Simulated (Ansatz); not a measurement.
`C[Si](F)(Cl)[GeH3]` → `[CH3]`• + `F[Si](Cl)[GeH3]`•  (homolysis of the C–Si bond)

Calculated with Ansatz (gas phase, PBE0-D4/def2-TZVP geometries, no zero-point term in ΔE). CCSD(T)/CBS is the MP2 limit (def2-TZVPP, def2-QZVPP) plus CCSD(T) − MP2 in def2-TZVPP, frozen cores. This one scheme is used for every species. DFT in def2-TZVPP. B3LYP here is the variant with VWN-RPA as its local correlation; programs differ in this. HSE06 is defined as in plane-wave codes. No spin–orbit coupling; open shells (•) take unrestricted orbitals. For Ge outer-core shells are correlated without core-valence functions, which leaves a few kJ/mol of doubt a bond. Scalar relativity is left out up to krypton.

| level | ΔE (kcal/mol) |
| --- | --- |
| B3LYP-D4 | 89.9 |
| PBE-QIDH | 94.7 |
| revPBE | 83.7 |
| r2SCANh | 87.9 |
| HSE06 | 90.4 |
| BHLYP | 87.8 |
| MP2/def2-SVP | 94.8 |
| CCSD(T)/def2-SVP | 91.5 |

Task: What does CCSD(T)/CBS give? (Best estimate.)

Result: The calculation gave: +96.4 kcal/mol. The listed levels differ from it by -6.5, -1.7, -12.7, -8.5, -6.0, -8.6, -1.6, -4.9 kcal/mol.

Largest T1 diagnostic among the species: 0.014.

The D4 term adds +3.2 kcal/mol with B3LYP and +1.8 kcal/mol with PBE0; it sums over pairs of atoms, weighted by their polarisabilities, and B3LYP, whose exchange is more repulsive, gets the larger term. At CCSD(T), def2-SVP lies −4.8 kcal/mol from the extrapolated value and def2-TZVPP −2.2 kcal/mol: correlation converges slowly with the basis, and small sets miss more of it in the bonded molecule than in its fragments.

CCSD(T)/CBS has its own doubt, a few kJ/mol and more with outer-core shells, so smaller differences from it don't rank the levels.
